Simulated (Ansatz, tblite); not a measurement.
Cost and result up the ladder for dimethylphenylsulfonium bromide, `C[S+](C)c1ccccc1.[Br-]` (21 atoms). Total charge 0; singlet. Geometry: PBE-D4/def2-SVP.

Cartesian coordinates in Å:
```
C 1.049 0.919 -1.989
S 0.341 1.546 -0.430
C 1.760 1.515 0.713
C -0.447 -0.067 0.134
C -1.810 0.046 0.446
C -2.523 -1.083 0.882
C -1.871 -2.318 1.005
C -0.505 -2.427 0.692
C 0.211 -1.302 0.256
H 0.201 0.849 -2.696
H 1.752 1.709 -2.314
H 1.514 -0.072 -1.833
H 2.402 2.352 0.375
H 1.343 1.719 1.717
H 2.257 0.528 0.689
H -2.313 1.022 0.347
H -3.592 -0.994 1.126
H -2.427 -3.204 1.346
H 0.008 -3.396 0.789
H 1.281 -1.406 0.015
Br 1.369 4.064 -1.271
```

Ansatz on 4 threads of Arm Neoverse V2 on a shared host; xTB runs through tblite on one thread. Times are rough, summed over both states, and most runs start from the orbitals of an earlier one. PBE0-D4/def2-TZVP serves as the yardstick here, not as an exact answer. The other state is a triplet.

The xTB rows come from tblite. HOMO above LUMO, or a gap near zero within one spin, warns that the state may not be the lowest or that an electron is smeared out.

xTB has no spin-polarisation term.

```tsv
level	functions	wall time	vertical triplet (eV)	difference from PBE0-D4/def2-TZVP (eV)	remarks
GFN2-xTB	61	0.032 s	3.13	-0.78	–
GFN1-xTB	72	0.05 s	2.44	-1.46	–
PBE-D4/def2-TZVP (with forces)	399	36 s	3.56	-0.34	gap within one spin near zero (triplet)
PBE0-D4/def2-TZVP	399	83 s	3.91	0.00	–
```
